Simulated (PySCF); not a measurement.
Species: C3H8Si.
Cartesian coordinates in Å at the PBE0-D3(BJ)/def2-SVP level; atoms count from 1:
```xyz
12
C3H8Si angstrom
Si     1.7454   -0.2163   -0.3858
C      0.1199   -0.2018    0.5296
C     -1.1518   -0.6437   -0.1542
C     -0.9544    0.7985    0.1748
H      2.7037    0.7795    0.1880
H      2.3902   -1.5649   -0.3326
H      1.4893    0.1348   -1.8189
H      0.1876   -0.4517    1.5949
H     -1.8729   -1.2180    0.4335
H     -1.0989   -0.9432   -1.2055
H     -1.5355    1.2306    0.9944
H     -0.7682    1.4954   -0.6482
```

Jobs on this species (12 atoms, 40 electrons) with PySCF (density fitting). Hardware of each: one thread, Arm Neoverse V1 (aarch64), no GPU (shared host). The host was shared with other jobs, so the times are rough. Peak memory is the resident size of the whole Python process, interpreter and libraries included.

```csv
level and settings,work,basis functions,SCF cycles,wall time,peak memory
"delta-SCF UKS SCAN, pcX-2 on the ionised atom, pcseg-1 elsewhere, spin-free X2C","ΔSCF core ionisation, 4 holes",142,?,?,?
"delta-SCF UKS PBE0, pcX-2 on the ionised atom, pcseg-1 elsewhere, spin-free X2C","ΔSCF core ionisation, 4 holes",142,?,?,?
"delta-SCF UKS HF, pcX-2 on the ionised atom, pcseg-1 elsewhere, spin-free X2C","ΔSCF core ionisation, 4 holes",142,?,?,?
"delta-SCF UKS SCAN, pcX-1 on the ionised atom, pcseg-1 elsewhere, spin-free X2C","ΔSCF core ionisation, 4 holes",122,56,17 s,0.38 GiB
"delta-SCF UKS SCAN, pcX-2 on the ionised atom, pcseg-1 elsewhere, non-relativistic","ΔSCF core ionisation, 4 holes",142,56,21 s,0.47 GiB
"delta-SCF UKS PBE, pcX-2 on the ionised atom, pcseg-1 elsewhere, spin-free X2C","ΔSCF core ionisation, 4 holes",142,54,13 s,0.44 GiB
"delta-SCF UKS SCAN, def2-TZVP on the ionised atom, pcseg-1 elsewhere, spin-free X2C","ΔSCF core ionisation, 4 holes",119,53,19 s,0.40 GiB
"delta-SCF UKS B3LYP, pcX-2 on the ionised atom, pcseg-1 elsewhere, spin-free X2C","ΔSCF core ionisation, 4 holes",142,50,21 s,0.53 GiB
"PBE0-D3(BJ)/def2-SVP, grid level 1",geometry optimisation from a GFN2-xTB start shaken at random,100,24,14 s,0.41 GiB
```

Fill in the missing figures.

- delta-SCF UKS SCAN, pcX-2 on the ionised atom, pcseg-1 elsewhere, spin-free X2C; ΔSCF core ionisation, 4 holes: 21 s, 0.44 GiB, 56 SCF cycles
- delta-SCF UKS PBE0, pcX-2 on the ionised atom, pcseg-1 elsewhere, spin-free X2C; ΔSCF core ionisation, 4 holes: 20 s, 0.51 GiB, 49 SCF cycles
- delta-SCF UKS HF, pcX-2 on the ionised atom, pcseg-1 elsewhere, spin-free X2C; ΔSCF core ionisation, 4 holes: 11 s, 0.41 GiB, 50 SCF cycles

What do all jobs in the table cost together?

About 2.6 min; the longest takes about 13 % of that, and about 1.9 times as long as the shortest.
